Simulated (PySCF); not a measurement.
A side-by-side comparison of computed properties.

First species: C3H7NO2Si.
SMILES: `C(=O)([SiH2]OC=C)N`

Second species: C3H7NO2Si.
InChI=1S/C3H7NO2Si/c1-3(5)6-7-2-4/h2,4H,7H2,1H3/b4-2-

Levels: CAM-B3LYP/def2-SVPD for dipole moment, HOMO energy, LUMO energy, HOMO–LUMO gap, static isotropic polarisability and electronic spatial extent ⟨r²⟩ about the centre of nuclear charge; TDDFT CAM-B3LYP/def2-SVPD for lowest singlet excitation; TDA CAM-B3LYP/def2-SVPD for lowest triplet excitation (Tamm–Dancoff); ΔSCF CAM-B3LYP/def2-SVPD for vertical ionisation energy; PBE0-D3(BJ)/def2-SVP for rotational constant A and rotational constant C. Geometries: PBE0-D3(BJ)/def2-SVP. Each species is one conformer at its optimised geometry, gas phase, non-relativistic unless stated. Electronic properties by PySCF.

The conformers computed, where there is a choice (atom-mapped SMILES and torsion angles):
- `[CH2:1]=[CH:2][O:3][SiH2:4][C:5]([NH2:6])=[O:7]`: C1–C2–O3–Si4 0°, C2–O3–Si4–C5 -179°, O3–Si4–C5–N6 1°, H–N6–C5–Si4 0°, H–N6–C5–Si4 179°
- `[H]/[N:7]=[CH:6]\[SiH2:5][O:4][C:2]([CH3:1])=[O:3]`: C1–C2–O4–Si5 180°, C2–O4–Si5–C6 180°, O4–Si5–C6–N7 180°

```json
{"property": "dipole moment", "column X": "2.03 D", "column Y": "3.51 D"}
{"property": "HOMO energy", "column X": "-8.91 eV", "column Y": "-8.62 eV"}
{"property": "LUMO energy", "column X": "-0.14 eV", "column Y": "0.73 eV"}
{"property": "HOMO–LUMO gap", "column X": "8.77 eV", "column Y": "9.35 eV"}
{"property": "lowest singlet excitation", "column X": "4.30 eV", "column Y": "4.91 eV"}
{"property": "lowest triplet excitation (Tamm–Dancoff)", "column X": "3.47 eV", "column Y": "4.29 eV"}
{"property": "static isotropic polarisability", "column X": "75.7 au", "column Y": "78.7 au"}
{"property": "vertical ionisation energy", "column X": "9.88 eV", "column Y": "9.49 eV"}
{"property": "electronic spatial extent ⟨r²⟩ about the centre of nuclear charge", "column X": "1254 bohr²", "column Y": "1177 bohr²"}
{"property": "rotational constant A", "column X": "7.112 GHz", "column Y": "6.099 GHz"}
{"property": "rotational constant C", "column X": "0.892 GHz", "column Y": "0.952 GHz"}
```

**Question.** Which column belongs to which species?

**Answer.** Column X is the second species and column Y the first. The first has 14 atoms and 62 electrons, the second 14 and 62.

**Question.** How does each property change from the first species to the second?

**Answer.** dipole moment -1.48 D; HOMO energy -0.29 eV; LUMO energy -0.87 eV; HOMO–LUMO gap -0.58 eV; lowest singlet excitation -0.61 eV; lowest triplet excitation (Tamm–Dancoff) -0.82 eV; static isotropic polarisability -3.0 au; vertical ionisation energy +0.39 eV; electronic spatial extent ⟨r²⟩ about the centre of nuclear charge +77 bohr²; rotational constant A +1.013 GHz; rotational constant C -0.060 GHz.

On the first: The polarisability is 11.67 Å³ as a volume (1 au = 0.148185 Å³), or 1.27 au for each of the 62 electrons. In wavenumbers S1 is 39600 cm⁻¹ (1 eV = 8065.54 cm⁻¹).

On the second: In wavenumbers S1 is 34700 cm⁻¹ (1 eV = 8065.54 cm⁻¹). The principal polarisabilities are 57.2, 73.3 and 96.7 au; their mean is the isotropic value.
